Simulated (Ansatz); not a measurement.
Start from `[F][Zr]([F])([F])[F]` and change one atom or group to get `[F][Zr]([F])([F])[Br]`.

Ansatz, PBE0-D4/def2-TZVP geometries, multiplicity 1. 

Elements past krypton have def2 core potentials. Scalar relativity is left out up to krypton.

```
                                                                                  property  `[F][Zr]([F])([F])[F]`
                                            zero-point energy (PBE0-D4/def2-TZVP) / kJ/mol                    21.5
ideal-gas entropy at 298 K and 1 bar (rigid rotor, harmonic PBE0-D4/def2-TZVP) / J/(mol·K)                     322
                                        size of the dipole moment (ωB97M-V/def2-TZVPP) / D                    0.00
                                                       LUMO energy (B3LYP/def2-TZVPP) / eV                   -1.51
                                                        HOMO energy (PBE0/def2-TZVPP) / eV                  -12.20
                                                       HOMO energy (B3LYP/def2-TZVPP) / eV                  -11.90
```

(1) What does the change do to each property? (Estimate.)

Results:

(1) Ansatz gave: 
```csv
property,`[F][Zr]([F])([F])[Br]`,shift
zero-point energy (PBE0-D4/def2-TZVP) / kJ/mol,18.5,-3.0
"ideal-gas entropy at 298 K and 1 bar (rigid rotor, harmonic PBE0-D4/def2-TZVP) / J/(mol·K)",357,35
size of the dipole moment (ωB97M-V/def2-TZVPP) / D,0.22,0.22
LUMO energy (B3LYP/def2-TZVPP) / eV,-2.07,-0.56
HOMO energy (PBE0/def2-TZVPP) / eV,-9.25,2.95
HOMO energy (B3LYP/def2-TZVPP) / eV,-8.98,2.92
```

With PBE0 the HOMO rises by 2.95 eV and the LUMO falls by 0.62 eV, so the gap narrows by about 3.57 eV. PBE moves the HOMO by 2.21 eV and ωB97M-V by 3.28 eV.

B3LYP here is the variant with VWN-RPA as its local correlation; programs differ in this.

Spin–orbit coupling is left out; it splits and shifts lone-pair levels of the heavy atoms by tenths of an eV.
